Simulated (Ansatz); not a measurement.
Species: CH$_{6}$NSi, net charge 0, doublet state. It need not be the lowest isomer of its formula. SMILES: [SiH3][N]C
Geometry from a B3LYP-D3(BJ)/def2-TZVP (Ansatz, an electronic-structure program) optimisation:
```xyz
9

Si    -0.6031    -0.3232    -0.8507
N      0.4955     0.5993     0.1352
C      0.8091     0.2630     1.4835
H      1.0814     1.1557     2.0558
H      0.0357    -0.3005     2.0234
H      1.7121    -0.3703     1.4729
H      0.2134    -1.0913    -1.8240
H     -1.4665     0.6278    -1.5863
H     -1.4562    -1.2702    -0.0799
```
Charge 0, spin multiplicity 2.

Computed values are from Ansatz. Valence correlation only, unless marked. Open shells are spin-unrestricted. Spin-orbit coupling is left out. Non-relativistic. Basis-set limits of correlation are two-point, X^-3; Hartree-Fock from the larger set. The bracket is a focal-point correction in the basis named.

**Question.** What is the atomisation energy De at RI-MP2/CBS(cc-pV(T+d)Z,cc-pV(Q+d)Z)+[CCSD(T)-MP2]/cc-pV(T+d)Z?

**Answer.** 691.8 kcal/mol.

**Question.** What is the dipole moment at CCSD(T)/aug-cc-pV(D+d)Z?

**Answer.** 1.36 D.

**Question.** What is the total energy at RI-MP2/CBS(cc-pV(T+d)Z,cc-pV(Q+d)Z)+[CCSD(T)-MP2]/cc-pV(T+d)Z?

**Answer.** -385.3667 Eh.

**Question.** What is the T1 diagnostic at CCSD/cc-pV(T+d)Z?

**Answer.** 0.015.
